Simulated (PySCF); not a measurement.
C3H7, charge -1, singlet, geometry from GFN2-xTB; DF-HF/6-311G** (PySCF).

PySCF was given this input:
```python
from pyscf import gto, scf

mol = gto.Mole()
mol.atom = '''
    C    -0.107805    0.000543    0.680041
    C    -0.021906    1.233441   -0.218470
    C    -0.006462   -1.234393   -0.214053
    H     0.843090    0.007604    1.300384
    H     0.012964    2.153589    0.381103
    H     0.039908   -2.151880    0.388809
    H     0.857628    1.285900   -0.921854
    H    -0.913313    1.303024   -0.860491
    H    -0.896914   -1.317425   -0.855800
    H     0.873675   -1.278357   -0.917264
'''
mol.basis = '6-311g**'
mol.charge = -1
mol.spin = 0
mol.verbose = 4
mol.build()

mf = scf.RHF(mol)
mf = mf.density_fit(auxbasis='def2-universal-jkfit')
mf.kernel()
mf.analyze()
```

What the program printed (banner, timings and long lists left out):

```
PySCF version 2.14.0

[INPUT] verbose = 4
[INPUT] num. atoms = 10
[INPUT] num. electrons = 26
[INPUT] charge = -1
[INPUT] spin (= nelec alpha-beta = 2S) = 0
[INPUT] symmetry False subgroup None
[INPUT] Mole.unit = angstrom
[INPUT] Symbol           X                Y                Z      unit          X                Y                Z       unit  Magmom
[INPUT]  1 C     -0.107805000000   0.000543000000   0.680041000000 AA   -0.203721924859   0.001026121286   1.285091243475 Bohr   0.0
[INPUT]  2 C     -0.021906000000   1.233441000000  -0.218470000000 AA   -0.041396340485   2.330865680810  -0.412848466434 Bohr   0.0
[INPUT]  3 C     -0.006462000000  -1.234393000000  -0.214053000000 AA   -0.012211410217  -2.332664700080  -0.404501546142 Bohr   0.0
[INPUT]  4 H      0.843090000000   0.007604000000   1.300384000000 AA    1.593209198360   0.014369477451   2.457369616766 Bohr   0.0
[INPUT]  5 H      0.012964000000   2.153589000000   0.381103000000 AA    0.024498409479   4.069693394876   0.720180295250 Bohr   0.0
[INPUT]  6 H      0.039908000000  -2.151880000000   0.388809000000 AA    0.075415190179  -4.066463852929   0.734742524766 Bohr   0.0
[INPUT]  7 H      0.857628000000   1.285900000000  -0.921854000000 AA    1.620682036758   2.429998823578  -1.742051586835 Bohr   0.0
[INPUT]  8 H     -0.913313000000   1.303024000000  -0.860491000000 AA   -1.725911436005   2.462358493735  -1.626092322653 Bohr   0.0
[INPUT]  9 H     -0.896914000000  -1.317425000000  -0.855800000000 AA   -1.694921817288  -2.489572439655  -1.617227617403 Bohr   0.0
[INPUT] 10 H      0.873675000000  -1.278357000000  -0.917264000000 AA    1.651006471879  -2.415744619421  -1.733377743923 Bohr   0.0

nuclear repulsion = 75.089002798113
number of shells = 52
number of NR pGTOs = 149
number of NR cGTOs = 96
basis = 6-311g**
ecp = {}

******** <class 'pyscf.df.df_jk.DFRHF'> ********
method = DFRHF
initial guess = minao
damping factor = 0
level_shift factor = 0
DIIS = <class 'pyscf.scf.diis.CDIIS'>
diis_start_cycle = 1
diis_space = 8
diis_damp = 0
SCF conv_tol = 1e-09
SCF conv_tol_grad = None
SCF max_cycles = 50
direct_scf = False
Set gradient conv threshold to 3.16228e-05
Initial guess from minao.
******** <class 'pyscf.df.df.DF'> ********
auxbasis = def2-universal-jkfit
init E= -117.709621196377
  HOMO = -0.137966225686299  LUMO = 0.110943236635684  gap/eV = 6.77317
cycle= 1 E= -117.530723014957  delta_E= 0.179  |g|= 0.403  |ddm|= 2.18
  HOMO = 0.0617245118198895  LUMO = 0.343483415181688  gap/eV = 7.66705
cycle= 2 E= -117.57368929456  delta_E= -0.043  |g|= 0.193  |ddm|= 0.726
  HOMO = -0.0209636441030732  LUMO = 0.338756601607945  gap/eV = 9.78849
cycle= 3 E= -117.584068016344  delta_E= -0.0104  |g|= 0.0453  |ddm|= 0.249
  HOMO = -0.0164125622355513  LUMO = 0.340574804103313  gap/eV = 9.71412
cycle= 4 E= -117.58493015364  delta_E= -0.000862  |g|= 0.00736  |ddm|= 0.102
  HOMO = -0.0156971224690636  LUMO = 0.340358027666061  gap/eV = 9.68875
cycle= 5 E= -117.584978844222  delta_E= -4.87e-05  |g|= 0.00258  |ddm|= 0.0399
  HOMO = -0.0157271811239816  LUMO = 0.340557514260787  gap/eV = 9.69500
cycle= 6 E= -117.584985609344  delta_E= -6.77e-06  |g|= 0.00105  |ddm|= 0.0153
  HOMO = -0.0158542633952834  LUMO = 0.340524027599406  gap/eV = 9.69755
cycle= 7 E= -117.584987001296  delta_E= -1.39e-06  |g|= 0.000309  |ddm|= 0.00836
  HOMO = -0.0158765603848252  LUMO = 0.340522872169933  gap/eV = 9.69812
cycle= 8 E= -117.584987151857  delta_E= -1.51e-07  |g|= 9.61e-05  |ddm|= 0.00256
  HOMO = -0.0158772275293018  LUMO = 0.340525570617204  gap/eV = 9.69821
cycle= 9 E= -117.584987166744  delta_E= -1.49e-08  |g|= 3.21e-05  |ddm|= 0.000699
  HOMO = -0.0158757511526524  LUMO = 0.34052703788038  gap/eV = 9.69821
cycle= 10 E= -117.584987168546  delta_E= -1.8e-09  |g|= 6.95e-06  |ddm|= 0.000288
  HOMO = -0.0158756664889452  LUMO = 0.340527142271997  gap/eV = 9.69821
cycle= 11 E= -117.584987168612  delta_E= -6.59e-11  |g|= 1.5e-06  |ddm|= 5.4e-05
  HOMO = -0.0158754896397788  LUMO = 0.340527152432263  gap/eV = 9.69821
Extra cycle  E= -117.584987168616  delta_E= -4.29e-12  |g|= 7e-07  |ddm|= 5.62e-06
converged SCF energy = -117.584987168616
**** SCF Summaries ****
Total Energy =                        -117.584987168615825
Nuclear Repulsion Energy =              75.089002798112958
One-electron Energy =                 -311.906802595564216
Two-electron Energy =                  119.232812628835433
Two-electron Coulomb Energy =          137.433128236217101
DFT Exchange-Correlation Energy =      -18.200315607381668
HOMO-LUMO gap [eV] =                     9.698209871970208
**** MO energy ****
MO #1   energy= -11.0004919329627  occ= 2
MO #2   energy= -11.0004815635122  occ= 2
MO #3   energy= -10.9128375290587  occ= 2
MO #4   energy= -0.792729247780194 occ= 2
MO #5   energy= -0.696742525208808 occ= 2
MO #6   energy= -0.516658744112945 occ= 2
MO #7   energy= -0.371774138816527 occ= 2
MO #8   energy= -0.350924914692989 occ= 2
MO #9   energy= -0.323600748853515 occ= 2
MO #10  energy= -0.303446549759115 occ= 2
MO #11  energy= -0.224609311840321 occ= 2
MO #12  energy= -0.210414762456859 occ= 2
MO #13  energy= -0.0158754896397788 occ= 2
MO #14  energy= 0.340527152432263  occ= 0
MO #15  energy= 0.363344803252092  occ= 0
MO #16  energy= 0.37952565007214   occ= 0
MO #17  energy= 0.394147736297405  occ= 0
MO #18  energy= 0.425475066244027  occ= 0
MO #19  energy= 0.430202885480764  occ= 0
MO #20  energy= 0.438073961390311  occ= 0
MO #21  energy= 0.565513306979671  occ= 0
 ** Mulliken pop on meta-lowdin orthogonal AOs  **
 ** Mulliken pop  **
 ** Mulliken atomic charges  **
charge of    0C =     -0.59863
charge of    1C =     -0.23846
charge of    2C =     -0.23846
charge of    3H =     -0.03300
charge of    4H =      0.04058
charge of    5H =      0.04058
charge of    6H =     -0.02190
charge of    7H =      0.03559
charge of    8H =      0.03559
charge of    9H =     -0.02190

WARN: System has nonzero charge -1; the dipole moment is origin-dependent.
Location of origin: [0. 0. 0.]

Dipole moment(X, Y, Z, Debye):  0.78639,  0.00097, -2.20541
```
